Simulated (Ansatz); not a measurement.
Total energies of `[AlH2-]1[Cl+][AlH2-][Cl+]1`.

| atom | x (Å) | y (Å) | z (Å) |
| --- | --- | --- | --- |
| Al1 | 0.8201 | 1.3221 | 0.4325 |
| Cl2 | 0.4510 | 0.2298 | -1.5576 |
| Al3 | -0.8203 | -1.3220 | -0.4326 |
| Cl4 | -0.4420 | -0.2359 | 1.5592 |
| H5 | 0.0179 | 2.6748 | 0.4049 |
| H6 | 2.3268 | 1.1147 | 0.8332 |
| H7 | -2.3260 | -1.1033 | -0.8313 |
| H8 | -0.0275 | -2.6802 | -0.4084 |

Charge 0, multiplicity 1. Geometry: relaxed with PBE0-D4/def2-TZVP. Basis def2-TZVPP, Ansatz.

RPA on PBE orbitals: Hartree–Fock energy of these orbitals -1405.30587 Eh, correlation -0.99676 Eh (frozen core).

```
             functional  energy without D4 (Eh)  D4 term (kJ/mol)
            LDA (SPW92)             -1402.72766                 –
                    PBE             -1407.18442             -22.6
                 revPBE             -1407.56664             -54.3
                   BLYP             -1407.83596             -47.9
                 r2SCAN             -1407.73752              -5.1
                 B97M-V             -1407.51030                 –
                   PBE0             -1407.31414             -19.3
                  B3LYP             -1407.93086             -37.1
                r2SCANh             -1407.73183              -5.6
                r2SCAN0             -1407.72414              -6.3
HSE06 (plane-wave form)             -1407.28592             -18.4
                  BHLYP             -1407.85670             -33.7
              CAM-B3LYP             -1407.88860             -20.2
                LC-ωPBE             -1407.44018                 –
                ωB97X-V             -1407.64028                 –
                ωB97M-V             -1407.76557                 –
                 B2PLYP             -1407.35507                 –
               PBE-QIDH             -1406.97793                 –
```

B3LYP takes the VWN-RPA correlation (the form of Gaussian; ORCA's B3LYP/G). HSE06 is the plane-wave form, built on full-range PBE exchange. The double hybrids freeze the cores in their second-order part.

LC-ωPBE has ω = 0.4 bohr⁻¹.
